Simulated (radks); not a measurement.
Results of a calculation; reference values are marked as such.
Task: Coulomb parameter of the 5d shell of the rhenium ion Re3+ in the model configuration [Xe] 4f14 5d2.5 6p1.5, as a second difference U = [E(n + 0.5) + E(n - 0.5) - 2 E(n)] / (0.5)^2 with all orbitals relaxed. "Bare": the charge of the atom changes with n. "Screened": the 6p shell takes up the change at fixed total charge, which measures U(5d,5d) + U(6p,6p) - 2 U(5d,6p). Level of theory: Dirac Kohn-Sham, PBEsol, spin-unpolarised, spherical densities, finite nucleus; open shells are shared between the two j in proportion to 2j + 1; Fermi nuclear charge, rms radius 5.3698 fm (a radial shooting solver on a logarithmic mesh with Libxc functionals). Estimate both.

Result: U(bare) = 12.548 eV, U(screened by 6p) = 1.880 eV.
